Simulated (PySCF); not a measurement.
# Dipole polarisabilities along group 14, charge +2

Calculated with PySCF 2.14 for the ground configurations, without spin-orbit coupling: coupled response for Hartree-Fock and DFT. Mean α in bohr³, C₆ of like pairs in atomic units.

| species | α UHF | α PBE | α PBE0 | C₆ UHF | C₆ PBE | C₆ PBE0 |
| --- | --- | --- | --- | --- | --- | --- |
| C²⁺ [He] 2s2 (aug-cc-pV5Z, non-relativistic) | 4.509 | 4.219 | 4.278 | 7.110 | 6.493 | 6.618 |
| Si²⁺ [Ne] 3s2 (aug-cc-pV(5+d)Z, non-relativistic) | 12.59 | 11.70 | 11.95 | 45.07 | 40.17 | 41.50 |
| Sn²⁺ [Kr] 4d10 5s2 (aug-cc-pV5Z-PP with ECP28MDF, ECP) | 17.79 | 14.64 | 15.36 | 100.0 | 80.10 | 84.46 |
